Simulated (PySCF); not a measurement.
## Pauling's electronegativity from computed bond energies: partners of Rb

PBE in PySCF with def2-SVPD on every atom (core potentials on Rb, Cs), for the lowest determinant that a PBE0 search found; no spin–orbit coupling. De of Rb2 is 0.53 eV.

| B | De(B₂) (eV) | De(RbB) (eV) |
| --- | --- | --- |
| H | 4.45 | 1.63 |
| F | 2.19 | 5.07 |
| Li | 0.89 | 0.67 |
| Na | 0.80 | 0.67 |
| Cl | 2.52 | 4.26 |
| Cs | 0.48 | 0.51 |

Q: With Δ = De(RbB) − [De(Rb₂) + De(B₂)]/2, give Δ and the electronegativity difference √(Δ/eV).

A: 

```tsv
B	Δ (eV)	√Δ
H	-0.86	none (Δ < 0)
F	3.71	1.93
Li	-0.04	none (Δ < 0)
Na	0.01	0.07
Cl	2.73	1.65
Cs	0.01	0.07
```

The rule was made for single bonds and measured bond energies; here it is fed with computed well depths. With the arithmetic mean Δ turns negative when the two homonuclear bonds differ much, as for alkali hydrides.

Closed-shell solutions of metal pairs were not tested for spin polarisation, which can lower them a little. Weak bonds: Cs2. Basis-set superposition, not corrected here, can be much of De in a small basis, most of all at correlated wavefunction levels. Functionals without a dispersion term scatter widely for such bonds, and LDA overbinds them. Spin–orbit coupling is left out, which matters for elements this heavy, above all for dissociation energies.
